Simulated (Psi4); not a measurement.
ClTl (SMILES [Cl][Tl]), singlet, geometry from GFN2-xTB (such geometries of metal compounds can be far from the true shape) (core potentials on Tl). Base run: HF/def2-SVP run with Psi4.

The Psi4 input:
```
memory 2 GB

molecule mol {
0 1
Tl   -0.000000   -0.000000   -0.449804
Cl    0.000000    0.000000    2.143186
}

set {
  basis def2-svp
  reference rhf
  stability_analysis check
  scf_type pk
}

energy('scf')
print_variables()
```

The bond that is stretched is that between atoms 2 and 1. A test that says stable can miss a lower solution.

Variants of this job, named by their change:

```json
[
 {"change": "base", "ΔE vs base (eV)": "0.00", "<S^2>": "0.000", "outcome": "converged"},
 {"change": "stability_analysis = follow; reference = uhf", "ΔE vs base (eV)": "0.00", "<S^2>": "0.000", "outcome": "converged"},
 {"change": "bond × 1.25", "ΔE vs base (eV)": "1.00", "<S^2>": "0.000", "outcome": "converged"},
 {"change": "stability_analysis = follow; reference = uhf; bond × 1.25", "ΔE vs base (eV)": "1.00", "<S^2>": "0.000", "outcome": "converged"},
 {"change": "bond × 1.5", "ΔE vs base (eV)": "2.12", "<S^2>": "0.000", "outcome": "converged"},
 {"change": "stability_analysis = follow; reference = uhf; bond × 1.5", "ΔE vs base (eV)": "2.12", "<S^2>": "0.000", "outcome": "converged"},
 {"change": "bond × 1.8", "ΔE vs base (eV)": "3.12", "<S^2>": "0.000", "outcome": "converged"},
 {"change": "stability_analysis = follow; reference = uhf; bond × 1.8", "ΔE vs base (eV)": "-", "<S^2>": "-", "outcome": "not converged"},
 {"change": "bond × 2.2", "ΔE vs base (eV)": "3.97", "<S^2>": "0.000", "outcome": "converged"},
 {"change": "stability_analysis = follow; reference = uhf; bond × 2.2", "ΔE vs base (eV)": "-", "<S^2>": "-", "outcome": "not converged"},
 {"change": "bond × 3.0", "ΔE vs base (eV)": "4.80", "<S^2>": "0.000", "outcome": "converged"},
 {"change": "stability_analysis = follow; reference = uhf; bond × 3.0", "ΔE vs base (eV)": "-", "<S^2>": "-", "outcome": "not converged"}
]
```

Psi4 reported an instability in these rows: stability_analysis = follow; reference = uhf; bond × 1.8; stability_analysis = follow; reference = uhf; bond × 2.2; stability_analysis = follow; reference = uhf; bond × 3.0 (restricted rows aren't judged here).

Where a bond breaks into two radicals, a solution with restricted orbitals usually stops being the lowest and lies too high; an unrestricted one lies lower at the price of spin contamination, which <S^2> shows.
